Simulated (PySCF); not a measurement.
# Ir (iridium, neutral) across methods

[Xe] 4f14 5d8 6s1, high-spin 4F determinant (an excited configuration). Calculation: PySCF 2.14, in x2c-TZVPPall (11s7p7d3f1g, 97 functions); the spin-free X2C one-electron Hamiltonian (Gaussian nucleus).

```
   method   E (hartree)  mean ε 6s α (eV)  mean ε 5d α (eV)  mean ε 5d β (eV)  Σ⟨r²⟩ (bohr²)   ⟨S²⟩
      LDA     -17818.37            -6.285            -6.199            -4.946          62.42  3.751
    M06-L     -17828.95            -5.728            -5.880            -4.639          61.67  3.753
CAM-B3LYP     -17830.48            -7.752            -8.741            -7.504          62.34  3.751
     PBE0     -17829.26            -6.711            -7.461            -6.066          62.07  3.751
      UHF  -17823.94288            -7.980           -11.105            -9.258          62.21  3.754
   r2SCAN     -17829.56            -6.373            -6.243            -4.874          61.75  3.752
      M06     -17829.75            -6.234            -7.394            -6.285          62.47  3.754
      PBE     -17829.50            -6.074            -6.037            -4.759          62.57  3.751
```

Spin-orbit coupling, absent here, splits the open shell strongly.
